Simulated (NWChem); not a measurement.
System meant: TiO, triplet; SMILES [O]=[Ti]

NWChem input:

```
start job
memory heap 200 mb stack 900 mb global 1100 mb
geometry units angstroms noautoz
  Ti     0.000000     0.000000    -0.402732
  O      0.000000     0.000000     1.185635
end
basis spherical
  Ti library def2-svp
  O library def2-svp
end
dft
  odft
  mult 4
  xc b3lyp
  iterations 150
  mulliken
end
task dft energy
```

End of the output:

```
 ==============================================================================
                                internuclear distances
 ------------------------------------------------------------------------------
       center one      |      center two      | atomic units |  angstroms
 ------------------------------------------------------------------------------
    2 O                |   1 Ti               |     3.00158  |     1.58837
 ------------------------------------------------------------------------------
                         number of included internuclear distances:          1
 ==============================================================================

 Summary of "ao basis" -> "" (spherical)
 ------------------------------------------------------------------------------
       Tag                 Description            Shells   Functions and Types
 ---------------- ------------------------------  ------  ---------------------
 Ti                         def2-svp                11       31   5s3p2d1f
 O                          def2-svp                 6       14   3s2p1d

                                 NWChem DFT Module
                                 -----------------

 Summary of "ao basis" -> "ao basis" (spherical)
 ------------------------------------------------------------------------------
       Tag                 Description            Shells   Functions and Types
 ---------------- ------------------------------  ------  ---------------------
 Ti                         def2-svp                11       31   5s3p2d1f
 O                          def2-svp                 6       14   3s2p1d

      Symmetry analysis of basis
      --------------------------

        a1         17
        a2          0
        b1          4
        b2          4
        e          20

  number of electrons :                   30
  multiplicity        :                    4
 ------------------------------------------------------------------------
  no. of electrons and multiplicity not compatible                  30
 ------------------------------------------------------------------------
 ------------------------------------------------------------------------
  current input line :
    18: task dft energy
 ------------------------------------------------------------------------
 ------------------------------------------------------------------------
 There is an error in the input file
 ------------------------------------------------------------------------
 For more information see the NWChem manual at https://nwchemgit.github.io

0: no. of electrons and multiplicity not compatible:Received an Error in Communication
```

Question: What is wrong, and how is it mended?

Answer: The program refused the input. Cause: the multiplicity doesn't fit the number of electrons (an even count wants an odd multiplicity, and the reverse). This input runs:
```
start job
memory heap 200 mb stack 900 mb global 1100 mb
geometry units angstroms noautoz
  Ti     0.000000     0.000000    -0.402732
  O      0.000000     0.000000     1.185635
end
basis spherical
  * library def2-svp
end
dft
  odft
  mult 3
  xc b3lyp
  iterations 150
  mulliken
end
task dft energy
```
It converges to -924.51138 Ha (B3LYP/def2-SVP, spin-unrestricted).
